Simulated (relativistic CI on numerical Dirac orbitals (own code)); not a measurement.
## What each ingredient does to the levels of Er³⁵⁺

Base calculation: Dirac-Coulomb-Breit CI, orbitals from a KLI potential per configuration, model QED (radiative potential, 1s self-energy scaled to tabulated hydrogen-like ionisation energies), unscaled Slater integrals.

Configuration list (outside the closed core [Ar] 3d10): 4s2 4p3, 4s 4p4, 4s2 4p2 4d, 4p5, 4s 4p3 4d, 4s2 4p2 4f, 4s 4p3 4f, 4p4 4d, 4s 4p2 4d2, 4s2 4p 4d 4f, 4p4 4f, 4p3 4d 4f, 4s2 4p2 5s, 4s 4p2 4f2, 4p4 5s, 4s2 4p2 5p, 4s 4p2 4d 5s, 4s2 4p 4f 5s, 4s 4p3 5s, 4s2 4p2 5d, 4s 4p3 5p, 4s2 4p2 5f, 4s2 4p2 5g, 4s 4p3 5d, 4p3 4f 5s, 4s 4p3 5f, 4s2 4p2 6s, 4s2 4p 4d2, 4s2 4d3, 4s 4p 4d3, 4s2 4d2 4f, 4s 4p 4d2 4f, 4s2 4d2 5s, 4p3 4d2, 4p2 4d3, 4p2 4d2 4f, 4p2 4d2 5s, 4s2 4p 4f2, 4s2 4d 4f2, 4s 4p 4d 4f2, 4s2 4f3, 4s 4p 4f3, 4s2 4f2 5s, 4p3 4f2, 4p2 4d 4f2, 4p2 4f3, 4p2 4f2 5s, 4s 4p2 4d 4f, 4s 4p 4d 4f 5s, 4s2 4p 4d 5s, 4s 4p 4d2 5s, 4s2 4d 4f 5s, 4s2 4d 5s2, 4p3 4d 5s, 4p2 4d 4f 5s, 4p2 4d 5s2, 4s 4p2 4f 5s, 4s 4p 4f2 5s, 4s 4p 4f 5s2, 4s2 4p 5s2, 4s 4p 4d 5s2, 4s2 4f 5s2. Double excitations out of closed p, d and f shells are left out; levels of such configurations are missing from the list, as are those of other unlisted configurations, and high levels can miss mixing partners. These lack a partner that the ground configuration has and come out too high: 4s2 4p2 5p, 4s2 4p2 5d, 4s 4p3 5p, 4s2 4p2 5f, 4s2 4p2 5g.

The lowest level and the first level of each name with at least 55 % of one term (blank where a level has no safe partner in the second run):

| Level | Base (cm⁻¹) | Shift (cm⁻¹) |
| --- | --- | --- |
| 4s2 4p3 2P°_3/2 | 0 | 0 |
| 4s2 4p3 2D°_5/2 | 480433 | +15 |
| 4s2 4p3 2P°_1/2 | 530291 | +9 |
| 4s 4p4 4P_5/2 | 1087678 | +701 |
| 4s2 4p2 4d 4D_1/2 | 1509186 | +1242 |
| 4s2 4p2 4d 2G_9/2 | 1654454 | +1283 |
| 4s2 4p2 4d 4F_9/2 | 2117156 | +1291 |

At this charge energies of transitions that change n are usually good to better than 1 %, and those within a shell (Δn = 0) to a few per cent.

One thing was changed in a second run, which moved the levels as shown. Which?
A. configuration mixing switched off
B. P86 correlation estimate
C. QED terms removed
D. Breit term removed

B. P86 correlation estimate. A correlation estimate moves all levels of a configuration together before mixing; mixed levels move by a weighted share.

LS names give the leading component of a level, which can be under half, so a name can repeat, a term be missing and a line seem to break the LS rules.
